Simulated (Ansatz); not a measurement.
Conformers of CH₇O₂Si₂ (`CO[Si](O)[SiH3]`) radical, each relaxed with PBE0-D4/def2-TZVP in Ansatz. CBS adds the triple-zeta coupled-cluster correction to the MP2 limit.

Not all of them had a frequency check.

Conformer A:

Cartesian coordinates in Å:
```
C -1.400 -1.422 0.537
O -0.610 -1.055 -0.573
Si -0.168 0.494 -0.933
O 0.656 0.400 -2.355
Si 1.281 1.447 0.676
H -0.839 -1.323 1.472
H -2.308 -0.814 0.608
H -1.690 -2.467 0.417
H 0.389 -0.291 -2.965
H 0.557 1.451 1.977
H 2.573 0.723 0.851
H 1.558 2.855 0.288
```

Conformer B:

```xyz
12

C    -2.246    0.470   -0.259
O    -0.854    0.686   -0.171
Si    0.211   -0.203    0.700
O    -0.180   -1.792    0.425
Si    2.342    0.401   -0.116
H    -2.473   -0.580   -0.461
H    -2.747    0.769    0.667
H    -2.632    1.081   -1.076
H     0.130   -2.430    1.069
H     3.352   -0.437    0.588
H     2.596    1.827    0.221
H     2.501    0.209   -1.585
```

(1) Which is lowest in electronic energy at CCSD(T)/CBS (frozen core, def2 sets), and by how much? (Best estimate.)

(2) Give the energies relative to B (kJ/mol) with ωB97X-V/def2-TZVPP, B2PLYP/def2-TZVPP, r2SCAN/def2-TZVPP, CCSD/def2-TZVPP, HF/def2-QZVPP, SCS-MP2/def2-QZVPP, MP2/CBS(def2). (Estimate.)

Answers

(1) Ansatz gave: B; A lies 1.7 kJ/mol higher. Gaps under about 2 kJ/mol don't settle the order.

(2) The calculation gave: 
```
             level    A
ωB97X-V/def2-TZVPP  1.9
 B2PLYP/def2-TZVPP  2.1
 r2SCAN/def2-TZVPP  1.9
   CCSD/def2-TZVPP  1.5
     HF/def2-QZVPP  1.6
SCS-MP2/def2-QZVPP  2.0
     MP2/CBS(def2)  2.0
```
